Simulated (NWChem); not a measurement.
System: CH5AlClNO; SMILES [Cl][Al]([OH])[NH]C

The following NWChem deck was run.

```
start job
memory heap 200 mb stack 700 mb global 900 mb
geometry units angstroms noautosym nocenter noautoz
  Al     0.327663    -0.025131     0.000000
  Cl    -0.355327    -2.014976     0.000000
  N     -0.848597     1.284240     0.000000
  C     -0.591567     2.706909     0.000000
  H     -1.838706     1.062825     0.000000
  H     -1.006461     3.214724     0.890348
  H     -1.006461     3.214724    -0.890348
  H      0.492644     2.896047     0.000000
  O      1.981430     0.346781     0.000000
  H      2.702552    -0.282977     0.000000
end
basis spherical
  * library def2-svp
end
dft
  xc b3lyp
  iterations 150
  mulliken
end
task dft energy
esp
  recalculate
  probe 0.07
  range 0.3
  factor 1.0
  spacing 0.02
end
task esp
```

NWChem printed, in part:

```
             Northwest Computational Chemistry Package (NWChem) 7.3.0
             --------------------------------------------------------

                             Geometry "geometry" -> ""
                             -------------------------

 Output coordinates in angstroms (scale by  1.889725989 to convert to a.u.)

  No.       Tag          Charge          X              Y              Z
 ---- ---------------- ---------- -------------- -------------- --------------
    1 Al                  13.0000     0.32766300    -0.02513100     0.00000000
    2 Cl                  17.0000    -0.35532700    -2.01497600     0.00000000
    3 N                    7.0000    -0.84859700     1.28424000     0.00000000
    4 C                    6.0000    -0.59156700     2.70690900     0.00000000
    5 H                    1.0000    -1.83870600     1.06282500     0.00000000
    6 H                    1.0000    -1.00646100     3.21472400     0.89034800
    7 H                    1.0000    -1.00646100     3.21472400    -0.89034800
    8 H                    1.0000     0.49264400     2.89604700     0.00000000
    9 O                    8.0000     1.98143000     0.34678100     0.00000000
   10 H                    1.0000     2.70255200    -0.28297700     0.00000000

 Effective nuclear repulsion energy (a.u.)     268.1418078953

                                 NWChem DFT Module
                                 -----------------

 Summary of "ao basis" -> "ao basis" (spherical)
 ------------------------------------------------------------------------------
       Tag                 Description            Shells   Functions and Types
 ---------------- ------------------------------  ------  ---------------------
 Al                         def2-svp                 8       18   4s3p1d
 Cl                         def2-svp                 8       18   4s3p1d
 N                          def2-svp                 6       14   3s2p1d
 C                          def2-svp                 6       14   3s2p1d
 H                          def2-svp                 3        5   2s1p
 O                          def2-svp                 6       14   3s2p1d

            General Information
            -------------------
          SCF calculation type: DFT
          Wavefunction type:  closed shell.
          No. of atoms     :    10
          No. of electrons :    56
           Alpha electrons :    28
            Beta electrons :    28
          Charge           :     0
          Spin multiplicity:     1
          Use of symmetry is: off; symmetry adaption is: off
          Maximum number of iterations: 150
          AO basis - number of functions:   103
                     number of shells:    49
          Convergence on energy requested:  1.00D-06
          Convergence on density requested:  1.00D-05
          Convergence on gradient requested:  5.00D-04

              XC Information
              --------------
                         B3LYP Method XC Potential
                     Hartree-Fock (Exact) Exchange  0.200
                        Slater Exchange Functional  0.800 local
                    Becke 1988 Exchange Functional  0.720 non-local
              Lee-Yang-Parr Correlation Functional  0.810
                  VWN I RPA Correlation Functional  0.190 local

             Grid Information
             ----------------
          Grid used for XC integration:  medium
          Radial quadrature: Mura-Knowles
          Angular quadrature: Lebedev.
          Tag              B.-S. Rad. Rad. Pts. Rad. Cut. Ang. Pts.
          ---              ---------- --------- --------- ---------
          Al                  1.25       88          10.0       590
          Cl                  1.00       88          13.0       590
          N                   0.65       49          10.0       434
          C                   0.70       49          11.0       434
          H                   0.35       45          12.0       434
          O                   0.60       49          11.0       434
          Grid pruning is: on
          Number of quadrature shells:   548
          Spatial weights used:  Erf1

      Superposition of Atomic Density Guess
      -------------------------------------

 Sum of atomic energies:        -870.17147744

      Non-variational initial energy
      ------------------------------

 Total energy =    -871.999853
 1-e energy   =   -1734.333343
 2-e energy   =     594.191682
 HOMO         =      -0.306582
 LUMO         =      -0.025266

     ---------------------------------------------
      Total Density - Mulliken Population Analysis
     ---------------------------------------------

    Atom       Charge   Shell Charges
 -----------   ------   -------------------------------------------------------
    1 Al  13    11.63   2.00  1.99  0.62  0.04  5.93  0.54  0.26  0.24
    2 Cl  17    17.46   2.00  1.99  1.22  0.72  5.94  2.17  3.40  0.01
    3 N    7     7.86   1.99  1.03  0.49  2.59  1.76  0.01
    4 C    6     6.01   1.99  0.93  0.20  1.93  0.93  0.04
    5 H    1     0.74   0.60  0.11  0.04
    6 H    1     0.92   0.69  0.21  0.02
    7 H    1     0.92   0.69  0.21  0.02
    8 H    1     0.92   0.68  0.21  0.02
    9 O    8     8.88   1.99  1.10  0.64  3.15  2.00  0.00
   10 H    1     0.65   0.52  0.07  0.06

   convergence    iter        energy       DeltaE   RMS-Dens  Diis-err
 ---------------- ----- ----------------- --------- --------- ---------
 d= 0,ls=0.0,diis     1   -873.4692748876 -1.14D+03  1.23D-02  8.41D-01
 d= 0,ls=0.0,diis     2   -873.4046623079  6.46D-02  7.17D-03  1.56D+00
 d= 0,ls=0.0,diis     3   -873.5572792134 -1.53D-01  1.47D-03  4.63D-02
 d= 0,ls=0.0,diis     4   -873.5610882631 -3.81D-03  5.96D-04  6.96D-03
 d= 0,ls=0.0,diis     5   -873.5618858964 -7.98D-04  1.38D-04  4.20D-04
  Resetting Diis
 d= 0,ls=0.0,diis     6   -873.5619264627 -4.06D-05  5.21D-05  4.12D-05
 d= 0,ls=0.0,diis     7   -873.5619317227 -5.26D-06  1.52D-05  1.10D-06
 d= 0,ls=0.0,diis     8   -873.5619316525  7.02D-08  9.05D-06  1.67D-06

         Total DFT energy =     -873.561931652461
      One electron energy =    -1739.616683934786
           Coulomb energy =      667.801948648178
    Exchange-Corr. energy =      -69.889004261193
 Nuclear repulsion energy =      268.141807895340

 Numeric. integr. density =       56.000005767304

                       DFT Final Molecular Orbital Analysis
                       ------------------------------------

 Vector   26  Occ=2.000000D+00  E=-3.124113D-01
              MO Center=  6.8D-01, -9.4D-01, -1.0D-09, r^2= 3.5D+00
   Bfn.  Coefficient  Atom+Function         Bfn.  Coefficient  Atom+Function
  ----- ------------  ---------------      ----- ------------  ---------------
    31      0.489158   2 Cl pz               90     -0.415866   9 O  pz
    28      0.350346   2 Cl pz               93     -0.322276   9 O  pz
    25      0.205687   2 Cl pz               17      0.055548   1 Al d  1
    15     -0.043259   1 Al d -1

 Vector   27  Occ=2.000000D+00  E=-3.100223D-01
              MO Center=  1.2D-01, -1.4D+00,  2.1D-09, r^2= 3.2D+00
   Bfn.  Coefficient  Atom+Function         Bfn.  Coefficient  Atom+Function
  ----- ------------  ---------------      ----- ------------  ---------------
    29      0.547856   2 Cl px               26      0.407012   2 Cl px
    89      0.248839   9 O  py               23      0.237199   2 Cl px
    92      0.182035   9 O  py               88      0.143281   9 O  px
    30     -0.126458   2 Cl py               27     -0.095191   2 Cl py
    91      0.093870   9 O  px               11      0.087076   1 Al px

[...]

                     NWChem Electrostatic Potential Fit Module
                     -----------------------------------------

 Atom parameters

 Number of atoms is                                   10
 Number of basis functions is                        103

 Grid parameters

 Maximum number of grid points is                  41961
 Number of grid points is                          41960
 Grid range                                     0.300000 nm
 Grid spacing                                   0.020000 nm
 Probe radius                                   0.070000 nm
 Atom radius factor                             1.000000

 Atomic radii

    1    0.100000
    6    0.147000
    7    0.140000
    8    0.136000
   13    0.195000
   17    0.169000
 FASTESP  F
  using M.O. file = ./job.movecs

    Atom              Coordinates                           Charge

                                                  ESP

    1 Al    0.032766   -0.002513    0.000000    0.832731
    2 Cl   -0.035533   -0.201498    0.000000   -0.322287
    3 N    -0.084860    0.128424    0.000000   -0.667601
    4 C    -0.059157    0.270691    0.000000    0.351845
    5 H    -0.183871    0.106283    0.000000    0.253984
    6 H    -0.100646    0.321472    0.089035   -0.059264
    7 H    -0.100646    0.321472   -0.089035   -0.059037
    8 H     0.049264    0.289605    0.000000   -0.020641
    9 O     0.198143    0.034678    0.000000   -0.674879
   10 H     0.270255   -0.028298    0.000000    0.365148
                                            ------------
                                                0.000000

 Dipole moment                                  0.414248

 Quadrupole moment Qxx                          7.714894
                   Qyy                         -9.937435
                   Qzz                          2.222541

 RMS deviation kJ/mol                           0.060748

 RRMS %                                        34.269961
```

Level: B3LYP/def2-SVP. Coordinates come from a PBE0/def2-SVP optimisation.
